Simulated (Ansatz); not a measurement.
`C[N](C)[Ti]([NH2])([F])[N](C)C`, relaxed with RKS PBE-D4/def2-SVP in Ansatz 0.2.0 from a rough embedded geometry. The force threshold is 0.03 eV/Å; the program also tests the step.

Charge 0, multiplicity 1.

Start:

```xyz
23

C    -1.293   -0.142    2.035
N    -1.443    0.652    0.752
C    -1.662    2.064    1.042
Ti    0.435    0.474   -0.224
N     1.882    1.055    1.017
F     0.350    1.606   -1.802
N     0.675   -1.472   -0.774
C    -0.466   -1.860   -1.598
C     1.877   -1.468   -1.578
H    -0.464    0.245    2.602
H    -2.277   -0.025    2.583
H    -1.147   -1.174    1.729
H    -1.722    2.647    0.067
H    -0.802    2.486    1.650
H    -2.588    2.219    1.620
H     1.758    2.123    1.184
H     2.785    0.999    0.449
H    -0.645   -1.130   -2.447
H    -1.416   -1.813   -0.943
H    -0.427   -2.867   -1.981
H     2.704   -1.222   -0.970
H     1.810   -0.832   -2.409
H     2.075   -2.564   -2.005
```

(1) How much energy does the relaxation release, and in how many steps? (Estimate.)

(2) Which bonds change most? (An estimate is asked.)

(3) Give the relaxed structure. (Best estimate.)

Answers

(1) Ansatz gave: 2.33 eV, in 15 steps.

(2) Computed: N2–Ti4 from 2.124 to 1.892 Å; Ti4–F6 from 1.944 to 1.798 Å; Ti4–N7 from 2.037 to 1.892 Å.

(3) Computed: 
```xyz
23

C    -1.202   -0.443    1.772
N    -0.808    0.717    1.011
C    -1.387    1.965    1.469
Ti    0.262    0.873   -0.542
N     1.918    1.590    0.040
F    -0.542    1.865   -1.807
N     0.572   -0.898   -1.129
C    -0.511   -1.496   -1.886
C     1.740   -1.734   -0.976
H    -0.894   -0.360    2.844
H    -2.311   -0.591    1.770
H    -0.731   -1.354    1.353
H    -1.071    2.809    0.817
H    -1.072    2.216    2.512
H    -2.505    1.942    1.457
H     2.222    1.756    1.005
H     2.587    2.030   -0.604
H    -0.188   -1.802   -2.912
H    -1.350   -0.776   -2.009
H    -0.923   -2.406   -1.384
H     2.528   -1.179   -0.432
H     2.154   -2.056   -1.964
H     1.512   -2.669   -0.406
```
